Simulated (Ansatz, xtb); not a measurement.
# Two structures of HInOS

We compare I, a singlet given by its coordinates, with II, a singlet given by its coordinates. Both are isolated molecules in the gas phase, relaxed with B3LYP-D3(BJ)/def2-SVP.

I (Å):

```xyz
4

In   -1.9678   -1.0755   -0.4211
O    -2.5624   -0.9222    1.4643
S    -1.1962   -1.2062   -2.5007
H    -3.4828   -1.2059    1.5766
```

Close contacts (Å): In1–O2 1.98, In1–S3 2.22, O2–H4 0.97.

II (Å):

```xyz
4

In   -0.5069    1.8660    0.8448
O     1.5510    0.6728   -0.1387
S     0.0583   -0.1882   -0.6090
H     2.0251    0.0637    0.4474
```

Close contacts (Å): In1–O2 2.57, In1–S3 2.58, O2–S3 1.79, O2–H4 0.97.

Energies in hartree; the thermal terms are from B3LYP-D3(BJ)/def2-SVP harmonic frequencies (ideal gas, rigid rotor, one conformer each, 298.15 K, 1 atm) and include the zero-point energy:

```
                                I           II
E, CCSD(T)/def2-TZVPP  −662.986536  −662.968442
    zero-point energy     0.013450     0.014585
         H(298 K) − E     0.019156     0.019878
         G(298 K) − E    −0.014689    −0.014601
```

**Question.** Work out ΔE, ΔE₀, ΔH and ΔG for I → II in kJ/mol (1 Eh = 2625.50 kJ/mol) and the equilibrium ratio [II]/[I].

**Answer.** 1. ΔE = −662.968442 − (−662.986536) = +0.018094 Eh = +47.51 kJ/mol.
2. ΔE₀ = ΔE + ΔZPE = +0.018094 + (+0.001135) Eh = +50.49 kJ/mol.
3. ΔH = ΔE + (+0.000722) Eh = +49.40 kJ/mol.
4. ΔG = ΔE + (+0.000088) Eh = +47.74 kJ/mol, so ΔS = (ΔH − ΔG)/T = +5.6 J/(mol K).
5. kT = 0.9442 mEh, so K = [II]/[I] = exp(−ΔG/kT) = exp(−19.26) ≈ 4.3 × 10^−9.

Structure I is favoured at this temperature. An error of 4 kJ/mol in ΔG would change K by a factor of 5. Mirror images and further conformers aren't counted.

Other levels gave ΔE = +3.8 (B3LYP-D3(BJ)/def2-SVP); +41.3 (HF/def2-TZVPP); +56.9 (MP2/def2-TZVPP) kJ/mol. The correlated steps freeze 10 core orbitals; the filled d shell of In is correlated, in a basis made for valence electrons. Atoms past krypton carry core potentials in the def2 sets, without spin–orbit terms. Programs: Ansatz 0.2.0.
